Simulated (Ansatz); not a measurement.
A nudged elastic band was laid between two geometries of CH₆Ge (8 atoms, charge 0, multiplicity 1).

Level of theory: RKS B3LYP-D4/def2-SVP in Ansatz.

```yaml
movable_images: 5
climbing_image: yes
spring: 5.0 eV/Å²
optimiser: quadratic models (default)
start_path: through a guess of the saddle point
force_threshold: 0.03 eV/Å
iteration_limit: 60
end_points: relaxed
```

Initial state:

```xyz
8
Properties=species:S:1:pos:R:3
Ge 0.176 -0.028 0.360
H -0.263 -0.298 1.815
C 2.138 0.031 0.239
H 2.569 -0.929 0.559
H 2.451 0.229 -0.797
H 2.536 0.828 0.884
H -0.432 1.317 -0.096
H -0.385 -1.151 -0.540
```

Final state:

```xyz
8
Properties=species:S:1:pos:R:3
Ge -0.888 -0.029 0.414
H 1.242 -0.128 1.272
C 2.156 -0.027 0.647
H 2.659 -1.003 0.632
H 1.916 0.286 -0.377
H 2.789 0.730 1.129
H -0.577 1.222 -0.535
H -0.507 -1.052 -0.757
```

(1) Which bonds break or form, and what moves?

(2) What energy profile does the band end with?

(3) What is the geometry of the highest image?

Answers

(1) Bonds broken: Ge1–H2, Ge1–C3. Bonds formed: H2–C3. CH6Ge becomes CH4 + GeH2.

(2) The forces met the threshold. The highest image is number 3 of 0 to 6, 252.5 kJ/mol above the first end and 132.0 kJ/mol above the last; the last end lies 120.5 kJ/mol above the first. Neighbouring images differ by up to 1.3 eV, so the band resolves the path poorly. A vibrational analysis at the climbing image gives one clearly imaginary mode, 1155i cm⁻¹: a first-order saddle point. The orbitals stay closed-shell, which can raise the energy where a bond breaks towards radicals; this wasn't checked here.

| image | path coordinate (Å) | energy (kJ/mol) | Ge1–H2 (Å) | Ge1–C3 (Å) | H2–C3 (Å) |
| --- | --- | --- | --- | --- | --- |
| 0 | 0.00 | 0.0 | 1.54 | 1.97 | 2.89 |
| 1 | 0.48 | 28.0 | 1.53 | 1.94 | 2.49 |
| 2 | 0.97 | 151.0 | 1.49 | 2.07 | 2.05 |
| 3 | 1.45 | 252.5 | 1.55 | 2.38 | 1.68 |
| 4 | 1.89 | 175.8 | 1.75 | 2.54 | 1.25 |
| 5 | 2.33 | 124.0 | 2.06 | 2.86 | 1.12 |
| 6 | 2.77 | 120.5 | 2.30 | 3.05 | 1.11 |

(3) 
```xyz
8
Properties=species:S:1:pos:R:3
Ge -0.367 -0.054 0.409
H 0.739 -0.225 1.487
C 2.012 0.000 0.413
H 2.438 -0.973 0.683
H 2.152 0.217 -0.651
H 2.405 0.810 1.039
H -0.326 1.348 -0.249
H -0.263 -1.124 -0.706
```

Run time: 3.4 min on 1 thread of Arm Neoverse V2, with other jobs on the host, peak memory 0.14 GiB.
